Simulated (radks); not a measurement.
Effect of the nuclear size on neutral magnesium, [Ne] 3s2. Method: Dirac Kohn-Sham, LDA (Slater exchange, Perdew-Wang correlation), spin-unpolarised, spherical densities, finite nucleus; Fermi nuclear charge, rms radius 3.057 fm; computed with a radial shooting solver on a logarithmic mesh with Libxc functionals. The rms radius is varied about that value; shifts are against it.

\begin{tabular}{lrrr}
rms radius (fm) & total energy shift (eV) & density at nucleus (e/bohr^3) & 1s1/2 shift (meV) \\ \hline
2.5709 & -0.000767 & 1151 & -0.318 \\
2.8644 & -0.000319 & 1150 & -0.132 \\
3.057 & 0 & 1149 & 0.000 \\
3.2893 & 0.000413 & 1148 & 0.171 \\
3.5614 & 0.000934 & 1147 & 0.387 \\
\end{tabular}

Slopes of the eigenvalues against <r^2> in GHz/fm^2, as finite differences over the two radii next to the reference (eigenvalue slopes, not the field-shift constants of lines): 1s1/2 28.1.
